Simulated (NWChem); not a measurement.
# MgF$_{2}$; SMILES [Mg]([F])[F]

```xyz
3

Mg     0.0000     0.0000    -0.0477
F      1.7353     0.0000    -0.0477
F     -1.7353     0.0000    -0.0477
```
Atoms are numbered in this order, from 1.

Coordinates come from a B3LYP/6-31G* (spherical d) optimisation.

### Question
List the 6 lowest vertical singlet excitations and the 6 lowest triplet ones from PBE/6-31+G* (spherical d), TDA (NWChem).

### Answer
| state | energy (eV) | oscillator strength | leading excitation (squared amplitude) |
|---|---|---|---|
| S1 | 5.90 | 0.000 | HOMO → LUMO (0.99) |
| S2 | 5.90 | 0.000 | HOMO−1 → LUMO (0.99) |
| S3 | 6.06 | 0.072 | HOMO−2 → LUMO (0.89) |
| S4 | 6.06 | 0.072 | HOMO−3 → LUMO (0.89) |
| S5 | 6.69 | 0.097 | HOMO−4 → LUMO (0.91) |
| S6 | 7.16 | 0.000 | HOMO−5 → LUMO (0.92) |
| T1 | 5.72 | spin-forbidden | HOMO → LUMO (1.00) |
| T2 | 5.72 | spin-forbidden | HOMO−1 → LUMO (1.00) |
| T3 | 5.78 | spin-forbidden | HOMO−2 → LUMO (1.00) |
| T4 | 5.78 | spin-forbidden | HOMO−3 → LUMO (1.00) |
| T5 | 6.12 | spin-forbidden | HOMO−4 → LUMO (1.00) |
| T6 | 6.63 | spin-forbidden | HOMO−5 → LUMO (0.99) |
